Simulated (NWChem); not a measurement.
All runs are NWChem calculations. System: C3H4FNSi, charge 0, spin multiplicity 1, at a geometry optimised with PBE0/def2-SVP. The structure started from a generated list of species. Level: RHF/def2-SVP.

Job file:

```
start mol
memory heap 200 mb stack 800 mb global 1000 mb
geometry units angstroms nocenter noautoz
  F      0.924974    -2.038432     0.000000
  C      0.250240    -0.901793     0.000000
  C     -1.093203    -0.817655     0.000000
  C     -1.561538     0.591521     0.000000
  N     -0.741756     1.578913     0.000000
  Si     0.886315     0.890985     0.000000
  H     -1.776837    -1.671098     0.000000
  H     -2.651053     0.775876     0.000000
  H      1.657011     1.241242    -1.224514
  H      1.657011     1.241242     1.224514
  symmetry group Cs
end
basis spherical
  * library def2-svp
end
scf
  rhf
  nopen 0
  maxiter 100
  thresh 1e-7
  semidirect memsize 60000000 filesize 0
end
task scf energy
```

Output (cleaned and shortened):

```
             Northwest Computational Chemistry Package (NWChem) 7.3.0
             --------------------------------------------------------

                                NWChem Input Module
                                -------------------

 Scaling coordinates for geometry "geometry" by  1.889725989
 (inverse scale =  0.529177249)

 Turning off AUTOSYM since
 SYMMETRY directive was detected!

                             Geometry "geometry" -> ""
                             -------------------------

 Output coordinates in angstroms (scale by  1.889725989 to convert to a.u.)

  No.       Tag          Charge          X              Y              Z
 ---- ---------------- ---------- -------------- -------------- --------------
    1 F                    9.0000     0.92497400    -2.03843200     0.00000000
    2 C                    6.0000     0.25024000    -0.90179300     0.00000000
    3 C                    6.0000    -1.09320300    -0.81765500     0.00000000
    4 C                    6.0000    -1.56153800     0.59152100     0.00000000
    5 N                    7.0000    -0.74175600     1.57891300     0.00000000
    6 Si                  14.0000     0.88631500     0.89098500     0.00000000
    7 H                    1.0000    -1.77683700    -1.67109800     0.00000000
    8 H                    1.0000    -2.65105300     0.77587600     0.00000000
    9 H                    1.0000     1.65701100     1.24124200    -1.22451400
   10 H                    1.0000     1.65701100     1.24124200     1.22451400

 Effective nuclear repulsion energy (a.u.)     273.1904325330

            Nuclear Dipole moment (a.u.)
            ----------------------------
        X                 Y               Z
 ---------------- ---------------- ----------------
     0.0000188973    -0.0000132281     0.0000000000

      Symmetry information
      --------------------

 Group name             Cs
 Group number              2
 Group order               2
 No. of unique centers     9

      Symmetry unique atoms

     1    2    3    4    5    6    7    8    9


 Summary of "ao basis" -> "" (spherical)
 ------------------------------------------------------------------------------
       Tag                 Description            Shells   Functions and Types
 ---------------- ------------------------------  ------  ---------------------
 *                          def2-svp                  on all atoms

 Summary of "ao basis" -> "ao basis" (spherical)
 ------------------------------------------------------------------------------
       Tag                 Description            Shells   Functions and Types
 ---------------- ------------------------------  ------  ---------------------
 F                          def2-svp                 6       14   3s2p1d
 C                          def2-svp                 6       14   3s2p1d
 N                          def2-svp                 6       14   3s2p1d
 Si                         def2-svp                 8       18   4s3p1d
 H                          def2-svp                 3        5   2s1p

                                 NWChem SCF Module
                                 -----------------

  ao basis        = "ao basis"
  functions       =   108
  atoms           =    10
  closed shells   =    26
  open shells     =     0
  charge          =   0.00
  wavefunction    = RHF
  use symmetry    = T
  symmetry adapt  = T

 Summary of "ao basis" -> "ao basis" (spherical)
 ------------------------------------------------------------------------------
[...]
    31 a"         32 a'         33 a'         34 a'         35 a"
    36 a'

             Final eigenvalues
             -----------------

              1
    1  -68.7867
    2  -26.3197
    3  -15.5442
    4  -11.3354
    5  -11.3155
    6  -11.2587
    7   -6.1563
    8   -4.2669
    9   -4.2666
   10   -4.2661
   11   -1.6252
   12   -1.2182
   13   -1.0494
   14   -0.8835
   15   -0.7934
   16   -0.7639
   17   -0.7112
   18   -0.6954
   19   -0.6716
   20   -0.6267
   21   -0.5597
   22   -0.5393
   23   -0.4876
   24   -0.4668
   25   -0.4091
   26   -0.3696
   27    0.0673
   28    0.1494
   29    0.1799
   30    0.1965
   31    0.2198
   32    0.2378
   33    0.2653
   34    0.2748
   35    0.2803
   36    0.3678

                       ROHF Final Molecular Orbital Analysis
                       -------------------------------------

 Vector   24  Occ=2.000000D+00  E=-4.667603D-01  Symmetry=a"
              MO Center=  2.7D-01,  8.3D-01,  1.1D-14, r^2= 3.9D+00
   Bfn.  Coefficient  Atom+Function         Bfn.  Coefficient  Atom+Function
  ----- ------------  ---------------      ----- ------------  ---------------
    48      0.247685   4 C  pz               99      0.246900   9 H  s
   104     -0.246900  10 H  s                62     -0.217161   5 N  pz
    80     -0.194850   6 Si pz               34      0.177345   3 C  pz
   100      0.177835   9 H  s               105     -0.177835  10 H  s
    51      0.171338   4 C  pz               65      0.170020   5 N  pz

 Vector   25  Occ=2.000000D+00  E=-4.091340D-01  Symmetry=a'
              MO Center= -8.5D-01,  1.2D+00,  4.1D-15, r^2= 2.2D+00
   Bfn.  Coefficient  Atom+Function         Bfn.  Coefficient  Atom+Function
  ----- ------------  ---------------      ----- ------------  ---------------
    61      0.403990   5 N  py               64     -0.361658   5 N  py
    60     -0.256789   5 N  px               94      0.192280   8 H  s
    33     -0.181697   3 C  py               63      0.176334   5 N  px
    58     -0.160581   5 N  s

 Vector   26  Occ=2.000000D+00  E=-3.696179D-01  Symmetry=a"
              MO Center= -5.2D-01, -1.9D-01,  6.1D-16, r^2= 2.7D+00
   Bfn.  Coefficient  Atom+Function         Bfn.  Coefficient  Atom+Function
  ----- ------------  ---------------      ----- ------------  ---------------
    34      0.332697   3 C  pz               20      0.323459   2 C  pz
    37      0.294014   3 C  pz               62      0.294472   5 N  pz
    65     -0.259173   5 N  pz               23      0.229792   2 C  pz
     6      0.180732   1 F  pz                9     -0.168071   1 F  pz

 Vector   27  Occ=0.000000D+00  E= 6.729137D-02  Symmetry=a"
              MO Center= -3.9D-01,  1.4D-01,  6.3D-14, r^2= 3.6D+00
   Bfn.  Coefficient  Atom+Function         Bfn.  Coefficient  Atom+Function
  ----- ------------  ---------------      ----- ------------  ---------------
    83      0.511302   6 Si pz              100      0.414772   9 H  s
   105     -0.414772  10 H  s                23      0.392633   2 C  pz
    51     -0.362163   4 C  pz               37     -0.317834   3 C  pz
    20      0.307816   2 C  pz               65      0.273267   5 N  pz
    48     -0.269072   4 C  pz               62     -0.212286   5 N  pz

 Vector   28  Occ=0.000000D+00  E= 1.493985D-01  Symmetry=a'
              MO Center=  1.2D+00,  6.6D-01, -9.9D-15, r^2= 4.0D+00
   Bfn.  Coefficient  Atom+Function         Bfn.  Coefficient  Atom+Function
  ----- ------------  ---------------      ----- ------------  ---------------
    82      1.160617   6 Si py               17      0.841393   2 C  s
    81     -0.734560   6 Si px               59     -0.700813   5 N  s
    74     -0.666350   6 Si s                22      0.504055   2 C  py
    31     -0.398252   3 C  s                90      0.335162   7 H  s
   100      0.287735   9 H  s               105      0.287735  10 H  s

 Vector   29  Occ=0.000000D+00  E= 1.798599D-01  Symmetry=a'
              MO Center=  1.1D+00,  1.1D+00, -1.0D-15, r^2= 4.0D+00
   Bfn.  Coefficient  Atom+Function         Bfn.  Coefficient  Atom+Function
  ----- ------------  ---------------      ----- ------------  ---------------
    81      1.677389   6 Si px               17      1.242574   2 C  s
    82      1.197090   6 Si py              100     -0.889268   9 H  s
   105     -0.889268  10 H  s                22      0.705351   2 C  py
    45      0.521786   4 C  s                59      0.503075   5 N  s
    31     -0.485478   3 C  s                74     -0.464092   6 Si s

 center of mass
 --------------
 x =   0.03752788 y =  -0.06783154 z =   0.00000000

 moments of inertia (a.u.)
 ------------------
         598.010650013808         100.192529936240           0.000000000000
         100.192529936240         389.501850883369           0.000000000000
           0.000000000000           0.000000000000         965.926593991013

  Mulliken analysis of the total density
  --------------------------------------

    Atom       Charge   Shell Charges
 -----------   ------   -------------------------------------------------------
    1 F    9     9.31   1.99  1.13  0.80  3.34  2.04  0.01
    2 C    6     5.91   1.99  0.90  0.30  1.90  0.74  0.08
    3 C    6     6.18   1.99  0.88  0.32  2.04  0.91  0.04
    4 C    6     5.83   1.99  0.91  0.22  1.93  0.71  0.08
    5 N    7     7.53   1.99  1.01  0.63  2.30  1.57  0.03
    6 Si  14    13.13   2.00  1.99  0.94  0.09  5.94  1.22  0.65  0.31
    7 H    1     0.93   0.74  0.16  0.03
    8 H    1     0.94   0.76  0.16  0.02
    9 H    1     1.13   0.74  0.37  0.01
   10 H    1     1.13   0.74  0.37  0.01

       Multipole analysis of the density wrt the origin
       ------------------------------------------------

     L   x y z        total         open         nuclear
     -   - - -        -----         ----         -------
     0   0 0 0     -0.000000      0.000000     52.000000

     1   1 0 0     -0.178561      0.000000      0.000019
     1   0 1 0     -0.362164      0.000000     -0.000013
     1   0 0 1     -0.000000      0.000000      0.000000

     2   2 0 0    -28.026540      0.000000    215.701752
     2   1 1 0      3.711386      0.000000    -37.920995
     2   1 0 1     -0.000000      0.000000      0.000000
     2   0 2 0    -36.779757      0.000000    297.925356
     2   0 1 1     -0.000000      0.000000      0.000000
     2   0 0 2    -32.051927      0.000000     10.709154

 Task  times  cpu:        4.4s     wall:        4.4s

 Total times  cpu:        4.4s     wall:        4.4s
```
